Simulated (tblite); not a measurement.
Task: Give a GFN2-xTB geometry of `FC(F)(F)O[C@@H]([SiH3])C[SiH3]`.

Result: 
```
atom  x, y, z in Å
F1     2.3153    0.4189   -1.4246
C2     1.6109    1.1840   -0.5574
F3     2.4722    2.0614   -0.0479
F4     0.7699    1.8884   -1.3469
O5     1.0295    0.5178    0.3960
C6     0.0813   -0.5193   -0.0431
Si7    0.9772   -2.1945    0.2367
C8    -1.1933   -0.3503    0.7652
Si9   -1.9863    1.3775    0.5684
H10   -0.1366   -0.3440   -1.1006
H11    1.3453   -2.2307    1.6492
H12    0.0113   -3.2407   -0.1013
H13    2.1498   -2.2572   -0.6290
H14   -1.8900   -1.1258    0.4457
H15   -0.9679   -0.5380    1.8155
H16   -3.2284    1.3605    1.3436
H17   -1.0921    2.4140    1.0760
H18   -2.2772    1.5843   -0.8514
```

Any rigid rotation of these coordinates is as good. Atoms count from 1 in this order. O5 (ether oxygen) is bent (angle 115.5°). Of the pairs four or more bonds apart, F4···H10 is among the closest relative to their van der Waals radii: 2.42 Å, 91 % of the sum of Bondi's values. The C–F distances run from 1.331 Å (C2–F3, drawn single) to 1.354 Å (F1–C2, drawn single), a spread of 0.023 Å. The 2 C–O bonds span 1.300 Å (C2–O5, drawn single) to 1.472 Å (O5–C6, drawn single), a spread of 0.172 Å.

Bonds between heavy atoms (Å): F1–C2 1.354, C2–F3 1.331, C2–F4 1.352, C2–O5 1.300, O5–C6 1.472, C6–Si7 1.920, C6–C8 1.519, C8–Si9 1.911.

Computed geometry: GFN2-xTB, gas phase.

Point group: C1 (no symmetry element, even within 0.4 Å). Its GFN2-xTB frequencies are all real (lowest 40 cm⁻¹). One conformer, not necessarily the lowest (C2–O5–C6–Si7 105°, O5–C6–C8–Si9 58°).

Hardware: one thread of an Arm Neoverse V2, shared host. Cost: 0.5 s of wall time. This is the geometry optimisation.
